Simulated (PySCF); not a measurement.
## How methods differ on the ionisation energy of Br

Br [Ar] 3d10 4s2 4p5 (2P) → Br⁺ [Ar] 3d10 4s2 4p4 (3P), as a difference of total energies. All numbers are calculated (PySCF 2.14, scalar relativity through the core potential, in cc-pVDZ-PP with ECP10MDF). Correlated levels: valence: 3s2 3p6 3d10 frozen. The calculations carry no spin-orbit coupling.

| method | ionisation energy (eV) |
| --- | --- |
| UHF | 10.750 |
| B3LYP | 11.868 |
| BP86 | 11.903 |
| MP2 (valence) | 11.300 |
| SCS-MP2 (valence) | 11.275 |
| CCSD (valence) | 11.261 |
| CCSD(T) (valence) | 11.263 |

Q: How much does correlation contribute at CCSD(T) (valence)?

A: 11.263 − (10.750) = 0.513 eV, measured against UHF.

Errors of the correlated levels include the incompleteness of this basis and the frozen core.

For comparison: 11.844 eV (measured; NIST levels, between the centres of gravity of the two terms).
